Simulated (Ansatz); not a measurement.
A series at Ga: from gallium trichloride, ligands are replaced one by one, each step taking up H₂ and setting free HCl; n counts the steps. Ansatz, PBE0-D4/def2-TZVP geometries.

CBS adds triple-zeta CCSD(T) − MP2 to the MP2 limit, frozen cores; atoms without spin–orbit coupling. Outer-core shells of Ga are correlated without core-valence functions. Scalar relativity is left out up to krypton. Spin–orbit coupling is left out.

| n | molecule | atomization energy, CCSD(T)/CBS (kJ/mol) |
| --- | --- | --- |
| 0 | `[Cl][Ga]([Cl])[Cl]` | ? |
| 1 | `[Cl][GaH][Cl]` | 1032.5 |
| 2 | `[Cl][GaH2]` | 941.0 |
| 3 | `[GaH3]` | 835.8 |

Q: By hand: fit a straight line y = ȳ + b (n − n̄) to the 3 given rows and predict n = 0.

A: n̄ = 2.000, ȳ = 936.43; Σ(n − n̄)(y − ȳ) = -196.70, Σ(n − n̄)² = 2.000, so b = -98.35 kJ/mol a step. Prediction: 936.43 + (-98.35) × (-2.000) = 1133.1 kJ/mol.

Q: By hand: compare with the computed value, 1106.0 kJ/mol, and give the steps along the whole series.

A: The line misses by -27.1 kJ/mol (computed minus predicted). Steps: -73.5, -91.5, -105.2 kJ/mol.

The steps grow at each stage, from -73.5 to -105.2 kJ/mol, so the series is curved and an end member is harder to predict than an inner one. The miss is 10.0 % of the series' range. The energies themselves are unsure by some kJ/mol a bond, though much of that is common to the series.
